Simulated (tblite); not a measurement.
Species: C5H11BrO2Si.
Atom-mapped SMILES: `[CH3:1][CH2:2][O:3][Si@H:4]([Br:5])[CH2:6][C:7]([CH3:8])=[O:9]` (hydrogens: H10, H11, H12 on C1; H13, H14 on C2; H15 on Si4; H16, H17 on C6; H18, H19, H20 on C8)

Computed with GFN2-xTB (tblite), gas phase: L-BFGS steps from a force-field or distance-geometry start until the largest atomic force falls under 0.01 eV/Å.

Step 138: E = -826.0569 eV
```
atom  x, y, z in Å  |  force x, y, z in eV/Å
C1     -3.1064    0.3965    0.2469   -0.044   0.011  -0.028
C2     -2.3743   -0.8882   -0.0990    0.020   0.024   0.007
O3     -0.9859   -0.6905   -0.1793   -0.013  -0.002   0.001
Si4    -0.1518    0.0918   -1.3036    0.009  -0.005  -0.010
Br5    -0.5684   -0.9034   -3.2606    0.001  -0.008  -0.003
C6      1.6558   -0.2426   -0.8648    0.013   0.005   0.007
C7      1.9590    0.5792    0.3502    0.040  -0.010  -0.031
C8      3.2199    0.2491    1.0967    0.016  -0.002   0.006
O9      1.2109    1.4652    0.6888   -0.076   0.034  -0.026
H10    -4.1549    0.1823    0.4373    0.019   0.016  -0.020
H11    -2.6696    0.8535    1.1309    0.024  -0.045   0.022
H12    -3.0301    1.1042   -0.5755   -0.031  -0.009  -0.003
H13    -2.7323   -1.2871   -1.0557   -0.033  -0.007  -0.002
H14    -2.5301   -1.6434    0.6746   -0.003  -0.019   0.052
H15    -0.5213    1.4684   -1.5708    0.039   0.027   0.019
H16     1.8963   -1.2942   -0.7011   -0.006   0.035  -0.011
H17     2.2914    0.1028   -1.6822    0.024  -0.004   0.035
H18     4.0600    0.1966    0.4089    0.022  -0.014  -0.020
H19     3.4142    0.9935    1.8639   -0.003   0.034   0.006
H20     3.1122   -0.7230    1.5722   -0.018  -0.061  -0.001
```

Step 139: E = -826.0574 eV
```
atom  x, y, z in Å  |  force x, y, z in eV/Å
C1     -3.1194    0.3934    0.2335    0.028  -0.037  -0.005
C2     -2.3674   -0.8901   -0.0873   -0.021   0.054   0.004
O3     -0.9809   -0.6761   -0.1628   -0.029  -0.010   0.003
Si4    -0.1528    0.1025   -1.2940    0.006  -0.025  -0.029
Br5    -0.5796   -0.8981   -3.2482    0.004   0.004   0.020
C6      1.6574   -0.2322   -0.8680    0.030   0.006   0.002
C7      1.9677    0.5848    0.3483    0.018   0.042  -0.009
C8      3.2237    0.2360    1.0970   -0.016  -0.003   0.004
O9      1.2289    1.4806    0.6852   -0.008  -0.033  -0.039
H10    -4.1667    0.1714    0.4163   -0.002  -0.002  -0.015
H11    -2.6969    0.8688    1.1166    0.012  -0.070  -0.023
H12    -3.0435    1.0899   -0.5984   -0.021  -0.014  -0.004
H13    -2.7136   -1.3091   -1.0415   -0.028   0.019   0.043
H14    -2.5179   -1.6370    0.6971   -0.007   0.020   0.027
H15    -0.5265    1.4777   -1.5596    0.040   0.037   0.013
H16     1.9056   -1.2830   -0.7122   -0.022   0.022  -0.008
H17     2.2848    0.1186   -1.6894    0.025   0.009   0.040
H18     4.0637    0.1711    0.4094    0.011  -0.009  -0.009
H19     3.4279    0.9777    1.8650   -0.006   0.012  -0.007
H20     3.1004   -0.7365    1.5704   -0.014  -0.021  -0.008
```

Step 140: E = -826.0579 eV
```
atom  x, y, z in Å  |  force x, y, z in eV/Å
C1     -3.1124    0.3949    0.2384    0.026  -0.040  -0.017
C2     -2.3706   -0.8902   -0.0915   -0.024   0.002   0.007
O3     -0.9842   -0.6830   -0.1706    0.009  -0.015   0.012
Si4    -0.1525    0.0983   -1.2973    0.003  -0.014  -0.031
Br5    -0.5733   -0.8970   -3.2557    0.003   0.007   0.024
C6      1.6569   -0.2371   -0.8672    0.011   0.008   0.001
C7      1.9635    0.5832    0.3470    0.010   0.031  -0.007
C8      3.2206    0.2423    1.0970   -0.008  -0.012   0.000
O9      1.2186    1.4749    0.6813   -0.005  -0.018  -0.022
H10    -4.1596    0.1811    0.4233   -0.052  -0.017  -0.013
H11    -2.6837    0.8574    1.1229    0.036  -0.023   0.030
H12    -3.0327    1.0959   -0.5879   -0.019   0.010  -0.026
H13    -2.7213   -1.3026   -1.0462   -0.037   0.009   0.028
H14    -2.5237   -1.6405    0.6905    0.003   0.033   0.008
H15    -0.5251    1.4752   -1.5575    0.041   0.026   0.006
H16     1.9020   -1.2870   -0.7068   -0.015  -0.007  -0.001
H17     2.2885    0.1085   -1.6866    0.031   0.019   0.018
H18     4.0616    0.1811    0.4096    0.001  -0.005   0.001
H19     3.4196    0.9865    1.8640   -0.002   0.005  -0.006
H20     3.1026   -0.7313    1.5709   -0.013   0.000  -0.013
```

Q: Estimate the geometry and energy of step 141. (The exact step hangs on the optimiser's Hessian estimate; all steps are aligned on step 140, rigid shifts and turns removed.)

A: E = -826.0585 eV, largest force 0.041 eV/Å
```
atom  x, y, z in Å  |  force x, y, z in eV/Å
C1     -3.1153    0.3947    0.2376    0.007  -0.010  -0.006
C2     -2.3718   -0.8887   -0.0913   -0.016  -0.007  -0.005
O3     -0.9856   -0.6800   -0.1696    0.018  -0.016   0.008
Si4    -0.1510    0.0988   -1.2963    0.003  -0.010  -0.020
Br5    -0.5745   -0.8969   -3.2536    0.002   0.007   0.019
C6      1.6589   -0.2386   -0.8681    0.010   0.001  -0.009
C7      1.9647    0.5804    0.3467   -0.005   0.015  -0.011
C8      3.2216    0.2421    1.0976    0.001  -0.007  -0.004
O9      1.2167    1.4699    0.6800   -0.003  -0.001  -0.005
H10    -4.1617    0.1766    0.4273   -0.020   0.000  -0.009
H11    -2.6812    0.8583    1.1198    0.009  -0.019   0.012
H12    -3.0427    1.0961   -0.5908   -0.013  -0.018   0.001
H13    -2.7222   -1.3015   -1.0454   -0.034   0.000   0.012
H14    -2.5251   -1.6390    0.6907    0.008   0.035   0.010
H15    -0.5179    1.4773   -1.5560    0.035   0.022   0.003
H16     1.9045   -1.2887   -0.7117   -0.011  -0.006   0.004
H17     2.2904    0.1107   -1.6862    0.028   0.014   0.012
H18     4.0631    0.1807    0.4103   -0.006  -0.003   0.009
H19     3.4183    0.9891    1.8626    0.004   0.001  -0.004
H20     3.1057   -0.7306    1.5741   -0.017   0.004  -0.016
```

The energy changes by -0.0007 eV. The first-order estimate −F·Δx gives -0.0009 eV and the mean of the old and new forces, exact on a quadratic surface, -0.0006 eV. The step makes an angle of 73° with the force vector and moves no atom by more than 0.010 Å.

What follows is the cost of the whole relaxation. On Arm Neoverse V1, one thread, shared host, this took 1.9 s of wall time.
